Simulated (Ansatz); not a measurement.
Diatomic RbSr, multiplicity 2 (lowest of 2S+1 = 2, 4 at CCSD(T)/def2-TZVPP on PBE0 minima; our sources give no spin for the ground state, which may be another). No spin–orbit coupling.

Seven points along R, fitted to fifth degree in 1/R; most abundant isotopes. Runs in def2 and cc sets follow the lowest solution found near the PBE0 minimum.

Run with Ansatz (a first-principles code) with Gaussian orbitals. Each number belongs to the level named beside it. In def2 rows elements past Kr take small-core potentials, without spin–orbit coupling.

Energies at wB97X-V/def2-TZVPP:

```tsv
R (Å)	E (hartree)
4.346514	-54.74138890
4.463355	-54.74191927
4.570850	-54.74219665
4.692365	-54.74232345
4.813881	-54.74230219
4.954091	-54.74214857
5.117669	-54.74185794
```

### Question
With a reduced mass of 43.1914 u, find the minimum, the force constant and the constants.

### Answer
A fifth-degree polynomial in 1/R puts the minimum at r_e = 4.7314 Å with force constant 3.91 N/m. Then ω_e = (1/2πc)√(k/μ) = 39 cm⁻¹ and B_e = h/(8π²cμr_e²) = 0.01743 cm⁻¹; the cubic and quartic terms give α_e = 0.00015 and ω_e x_e = 0.36 cm⁻¹.
